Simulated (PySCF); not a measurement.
Species: C₅H₈NSi (doublet state).
Cartesian coordinates in Å at the GFN2-xTB level; atoms count from 1:
```
atom  x, y, z in Å
Si1    2.4254   -0.7597   -0.4125
N2     1.2718    0.2475    0.4190
C3    -0.0709    0.2652    0.2502
C4    -0.8172   -0.5504   -0.6488
C5    -2.1337   -0.2173   -0.5086
C6    -2.2404    0.8193    0.4863
C7    -0.9869    1.1087    0.9441
H8     2.1381   -2.1661   -0.1316
H9     2.3534   -0.4921   -1.8489
H10    3.6949   -0.3322    0.1706
H11    1.5939    0.9094    1.1109
H12   -0.3931   -1.2870   -1.3046
H13   -2.9652   -0.6435   -1.0391
H14   -3.1614    1.2742    0.8008
H15   -0.7130    1.8319    1.6903
```

The hyperfine couplings belong to this conformer and change with its torsions.

The species is `[SiH3]N[C]1C=CC=C1` [radical].

Theory: UKS B3LYP, pcH-1 on C H N Si, non-relativistic, mean-field spin-orbit, GIAO (PySCF 2.14.0). One conformer (not necessarily the lowest) at the GFN2-xTB geometry, without solvent, vibrations or thermal averaging. A GFN2-xTB geometry isn't a minimum of the functional, and hyperfine couplings can be far from their values at a DFT geometry. Stability of the SCF solution: not tested.

Largest spin populations (Mulliken): C3 (+0.38), C5 (+0.27), C6 (+0.24) and N2 (+0.16). Four atoms exceed +0.15.

McConnell's relation a(H) = Q·ρ ties the coupling of a proton on a planar π carbon to the spin population of that carbon. What Q do the computed values give?

```
  H   C    ρ(C)  a(H) (G)  a/ρ (G)
H13  C5  +0.267     -6.87    -25.7
H14  C6  +0.238     -6.28    -26.4
```

A least-squares line through the origin gives Q = -26.0 G with Mulliken populations. In every row coupling and population have opposite signs.

Couplings in gauss use g_iso = 2.0027.
